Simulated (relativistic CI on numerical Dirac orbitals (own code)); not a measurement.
## Radial parameters of As XVI

These numbers are calculated, not measured: Dirac-Coulomb-Breit CI, separate exchange-only KLI orbitals for each configuration, model QED (radiative potential, 1s self-energy scaled to tabulated hydrogen-like ionisation energies), unscaled Slater integrals (own radial code, finite nucleus).

Slater integrals F^k, G^k are unscaled and averaged over j, outside the closed core [Ne]; ζ comes from projecting the Hamiltonian with its Breit term on Σ l·s of the shell.

- 3s²3p⁵3d: ζ(3p) = 36513, F^2(3p,3d) = 188580, G^1(3p,3d) = 212730, G^3(3p,3d) = 138650, ζ(3d) = 3799.4 cm⁻¹; <r>(3p) = 0.5274, <r^2>(3p) = 0.3208, <r>(3d) = 0.488, <r^2>(3d) = 0.2783 (bohr units).
- 3s3p⁶3d: G^2(3s,3d) = 162130, ζ(3d) = 3863.7 cm⁻¹; <r>(3s) = 0.5331, <r^2>(3s) = 0.3234, <r>(3d) = 0.4888, <r^2>(3d) = 0.2793 (bohr units).
- 3s²3p⁵4s: ζ(3p) = 37513, G^1(3p,4s) = 22635 cm⁻¹; <r>(3p) = 0.5212, <r^2>(3p) = 0.3133, <r>(4s) = 1.073, <r^2>(4s) = 1.292 (bohr units).

Averages of the first 10 configurations, taken without configuration mixing, which lowers the lowest level and can move excited configurations by several eV; other configurations of the list can lie among them:

| Configuration | Parity | States | Average energy above the lowest level (eV) |
| --- | --- | --- | --- |
| 3s²3p⁶ | even | 1 | 0.3 |
| 3s²3p⁵3d | odd | 60 | 86.8 |
| 3s3p⁶3d | even | 20 | 155.6 |
| 3s²3p⁵4s | odd | 12 | 281.7 |
| 3s²3p⁵4p | even | 36 | 304.1 |
| 3s²3p⁵4d | odd | 60 | 336.7 |
| 3s3p⁶4s | even | 4 | 351.4 |
| 3s²3p⁵4f | even | 84 | 362.9 |
| 3s3p⁶4p | odd | 12 | 373.2 |
| 3p⁶3d² | even | 45 | 314.7 |
